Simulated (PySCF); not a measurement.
MoOBr3 (doublet state).
Bonds: Mo1–O2, Mo1–Br3, Mo1–Br4, Mo1–Br5.

Computed, not measured: PBE0-D3(BJ)/def2-SVP geometry optimisation, gas phase, def2 core potentials past Kr (PySCF 2.14.0).

Give the optimised bond lengths and angles.

```
                     bond  length (Å)
                   Mo1–O2       1.641
Mo1–Br3, Mo1–Br4, Mo1–Br5       2.398
```

Bonds in one row agree within 0.01 Å and their mean is given. A selection of angles:
```
      angle  degrees
 O2–Mo1–Br3    116.4
 O2–Mo1–Br4    104.8
 O2–Mo1–Br5    111.5
Br3–Mo1–Br4    105.1
Br3–Mo1–Br5    117.4
Br4–Mo1–Br5     98.9
```

Mo1 (molybdenum bonded to 3 Br and O) is distorted tetrahedral (angles from 98.9° to 117.4°).

Point group: near Cs, missed by 0.14 Å at most; the miss may be what the optimiser left on a soft mode. No PBE0-D3(BJ)/def2-SVP frequencies stand behind this structure, so it isn't proved a minimum. ⟨S²⟩ = 0.756 (exact for a doublet: 0.75).

The run took 4.3 min on AMD EPYC 9R45, one thread, no GPU, shared host with 96 logical CPUs at a one-minute load of 66, and the process peaked at 0.70 GiB of memory. These figures are those of the optimisation.
